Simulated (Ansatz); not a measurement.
InF, closed-shell singlet (the spin of the measured ground state), most abundant isotopes (18.9984 and 114.9039 u). Constants from fifth-degree fits in 1/R to seven points on the lowest solution found; no spin–orbit coupling, no relativity up to Kr; ω_e x_e and α_e move by some per cent with the fit.

Correlated levels freeze the inner cores; with def2 sets outer-core shells near the valence are correlated too. CBS(a, b) extrapolates the correlation energy as X⁻³ and adds the Hartree–Fock energy of set b.

Programs: Ansatz (Gaussian basis) for Hartree–Fock, density functionals and correlated methods.  In def2 rows elements past Kr take small-core potentials, without spin–orbit coupling.

At CCSD(T)/CBS(def2-TZVPP, def2-QZVPP): B₀ = 0.26179 cm⁻¹, fundamental 534 cm⁻¹.

Taking the state as ¹Σ, work out the ideal-gas entropy and heat capacity at 298.15 K and 1 bar (rigid rotor, harmonic oscillator at the fundamental, no nuclear spin).


Translation: S = R(1.5 ln M + 2.5 ln T − 1.1517) with M = 133.902 u gives 169.93 J/(mol K). Rotation: q = kT/(σhcB₀) = 791.6 with σ = 1 and hc/k = 1.43878 cm K, S = R(ln q + 1) = 63.81. Vibration: u = hcν/kT = 2.577, S = R(u/(eᵘ − 1) − ln(1 − e⁻ᵘ)) = 2.42. Sum S° = 236.2 J/(mol K). C_p = 7R/2 + R u² eᵘ/(eᵘ − 1)² = 34.02 J/(mol K).

Ansatz is a quantum-chemistry and plane-wave program.
